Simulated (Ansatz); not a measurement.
Consider the ligand exchange at the In–O bond: `[OH][In]([SH])[Cl]` + HCl → `[SH][In]([Cl])[Cl]` + H₂O.

Program: Ansatz. Geometries: PBE0-D4/def2-TZVP. ΔE: electronic, gas phase. CBS: MP2 limit from def2 TZ/QZ plus the TZ coupled-cluster correction, frozen cores. This one scheme is used for every species. Functionals use def2-TZVPP. def2 core potentials past Kr. For In outer-core shells are correlated without core-valence functions, which leaves a few kJ/mol of doubt a bond. Each species was taken in one conformer, which may not be the lowest.

```json
{"level": "r2SCAN-D4", "ΔE (kcal/mol)": "-20.1", "difference from CCSD(T)/CBS": "0.1"}
{"level": "ωB97X-V", "ΔE (kcal/mol)": "-20.0", "difference from CCSD(T)/CBS": "0.2"}
{"level": "PBE0", "ΔE (kcal/mol)": "-21.2", "difference from CCSD(T)/CBS": "-1.0"}
{"level": "HF/def2-TZVPP", "ΔE (kcal/mol)": "-24.0", "difference from CCSD(T)/CBS": "-3.8"}
{"level": "MP2/def2-TZVPP", "ΔE (kcal/mol)": "-20.1", "difference from CCSD(T)/CBS": "0.1"}
{"level": "SCS-MP2/def2-TZVPP", "ΔE (kcal/mol)": "-19.6", "difference from CCSD(T)/CBS": "0.6"}
{"level": "CCSD/def2-TZVPP", "ΔE (kcal/mol)": "-20.2", "difference from CCSD(T)/CBS": "0.0"}
{"level": "CCSD(T)/def2-TZVPP", "ΔE (kcal/mol)": "-19.6", "difference from CCSD(T)/CBS": "0.6"}
{"level": "HF/def2-QZVPP", "ΔE (kcal/mol)": "-23.9", "difference from CCSD(T)/CBS": "-3.7"}
{"level": "SCS-MP2/def2-QZVPP", "ΔE (kcal/mol)": "-19.9", "difference from CCSD(T)/CBS": "0.3"}
{"level": "CCSD(T)/CBS", "ΔE (kcal/mol)": "-20.2", "difference from CCSD(T)/CBS": "0"}
```

Largest T1 diagnostic among the species: 0.015.

In def2-TZVPP, CCSD(T) changes the Hartree–Fock value by +4.4 kcal/mol (the triples alone add +0.5 kcal/mol) and MP2 by +3.9 kcal/mol. From PBE to PBE0 (25 % exact exchange), in def2-TZVPP and without D4, ΔE moves by −2.2 kcal/mol.
